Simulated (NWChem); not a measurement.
System: C2H4Br2; SMILES CC(Br)Br

Input file for NWChem:

```
start job
memory heap 200 mb stack 900 mb global 1100 mb
geometry units angstroms
  C     -2.027910    -0.193948     0.000000
  C     -0.666818     0.451501     0.000000
  Br     0.330629    -0.015383    -1.600487
  Br     0.330629    -0.015383     1.600487
  H     -1.943082    -1.289563     0.000000
  H     -2.586697     0.117636    -0.895356
  H     -2.586697     0.117636     0.895356
  H     -0.716416     1.545861     0.000000
end
basis spherical
  * library 6-31g*
end
dft
  xc b3lyp
  iterations 150
end
driver
  maxiter 120
end
task dft optimize
task dft freq
```

NWChem printed, in part:

```
             Northwest Computational Chemistry Package (NWChem) 7.3.0
             --------------------------------------------------------

 CS  symmetry detected

                             Geometry "geometry" -> ""
                             -------------------------

 Output coordinates in angstroms (scale by  1.889725989 to convert to a.u.)

  No.       Tag          Charge          X              Y              Z
 ---- ---------------- ---------- -------------- -------------- --------------
    1 C                    6.0000    -2.02032191    -0.18016919     0.00000000
    2 C                    6.0000    -0.65136078     0.44841752     0.00000000
    3 Br                  35.0000     0.34024288    -0.03075193     1.60048700
    4 Br                  35.0000     0.34024288    -0.03075193    -1.60048700
    5 H                    1.0000    -1.94903409    -1.27674845     0.00000000
    6 H                    1.0000    -2.57521740     0.13829351     0.89535600
    7 H                    1.0000    -2.57521740     0.13829351    -0.89535600
    8 H                    1.0000    -0.68743679     1.54330669     0.00000000

 Effective nuclear repulsion energy (a.u.)     475.3965787221

      Symmetry information
      --------------------

 Group name             Cs
 Group number              2
 Group order               2
 No. of unique centers     6

                                Z-matrix (autoz)
                                --------

 Units are Angstrom for bonds and degrees for angles

[...]

      ----------------------
      Optimization converged
      ----------------------

  Step       Energy      Delta E   Gmax     Grms     Xrms     Xmax
  ---- ---------------- -------- -------- -------- -------- --------
@    4   -5226.36854769 -9.8D-07  0.00003  0.00001  0.00077  0.00131
                                     ok       ok       ok       ok

                                Z-matrix (autoz)
                                --------

 Units are Angstrom for bonds and degrees for angles

[...]

 Rotational Constants
 --------------------
 A=   0.172331 cm-1  (  0.247941 K)
 B=   0.038993 cm-1  (  0.056101 K)
 C=   0.032671 cm-1  (  0.047005 K)

 Temperature                      =   298.15K
 frequency scaling parameter      =   1.0000

 Zero-Point correction to Energy  =   35.503 kcal/mol  (  0.056578 au)
 Thermal correction to Energy     =   38.790 kcal/mol  (  0.061816 au)
 Thermal correction to Enthalpy   =   39.383 kcal/mol  (  0.062760 au)

 Total Entropy                    =   78.226 cal/mol-K
   - Translational                =   41.579 cal/mol-K (mol. weight = 187.8643)
   - Rotational                   =   28.375 cal/mol-K (symmetry #  =        1)
   - Vibrational                  =    8.272 cal/mol-K

 Cv (constant volume heat capacity) =   16.683 cal/mol-K
   - Translational                  =    2.979 cal/mol-K
   - Rotational                     =    2.979 cal/mol-K
   - Vibrational                    =   10.724 cal/mol-K

[normal modes left out]

 ----------------------------------------------------------------------------
 Normal Eigenvalue ||           Projected Infra Red Intensities
  Mode   [cm**-1]  || [atomic units] [(debye/angs)**2] [(KM/mol)] [arbitrary]
 ------ ---------- || -------------- ----------------- ---------- -----------
    1       -0.000 ||    0.001814           0.042         1.768       1.405
    2        0.000 ||    0.000145           0.003         0.141       0.112
    3        0.000 ||    0.000144           0.003         0.140       0.112
    4        0.000 ||    0.000008           0.000         0.008       0.006
    5        0.000 ||    0.000147           0.003         0.143       0.114
    6        0.000 ||    0.000201           0.005         0.196       0.156
    7      164.794 ||    0.000111           0.003         0.108       0.086
    8      256.663 ||    0.001461           0.034         1.425       1.132
    9      287.816 ||    0.000860           0.020         0.838       0.666
   10      336.502 ||    0.004346           0.100         4.236       3.367
   11      539.234 ||    0.006618           0.153         6.452       5.127
   12      583.856 ||    0.105949           2.444       103.284      82.081
   13      981.415 ||    0.009664           0.223         9.421       7.487
   14     1075.781 ||    0.032293           0.745        31.481      25.018
   15     1095.920 ||    0.002033           0.047         1.982       1.575
   16     1212.542 ||    0.087737           2.024        85.531      67.972
   17     1301.302 ||    0.021021           0.485        20.492      16.285
   18     1441.514 ||    0.005687           0.131         5.544       4.406
   19     1508.295 ||    0.007949           0.183         7.749       6.158
   20     1514.936 ||    0.001480           0.034         1.443       1.147
   21     3064.405 ||    0.007328           0.169         7.143       5.677
   22     3133.995 ||    0.007528           0.174         7.338       5.832
   23     3156.306 ||    0.003588           0.083         3.498       2.780
   24     3191.477 ||    0.001676           0.039         1.634       1.298
 ----------------------------------------------------------------------------
```

Level: B3LYP/6-31G* (spherical d). This build's default masses of Se (78.918 u) and Br (79.917 u) are each other's, which moves their modes by up to 0.6 %. B3LYP is NWChem's, with the RPA form of VWN correlation.
